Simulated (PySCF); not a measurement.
## Excitation energy of Mn by level of theory

Mn [Ar] 3d5 4s2 (6S) → Mn [Ar] 3d7 (4F), as a difference of total energies. Computed with PySCF 2.14 in aug-cc-pVTZ (8s7p5d3f2g, 93 functions), with the non-relativistic Hamiltonian (point nucleus). Correlated levels: valence: [Ar] frozen. The calculations carry no spin-orbit coupling.

| method | excitation energy (eV) |
| --- | --- |
| UHF | 8.614 |
| MP2 (valence) | 5.834 |
| SCS-MP2 (valence) | 5.622 |
| CCSD (valence) | 6.274 |
| CCSD(T) (valence) | 6.017 |

How much does correlation contribute at CCSD(T) (valence)?

6.017 − (8.614) = -2.597 eV, measured against UHF.

The coupled-cluster amplitudes are large for the upper state (T1 above 0.03 or a double amplitude above 0.15), so a single reference is strained.
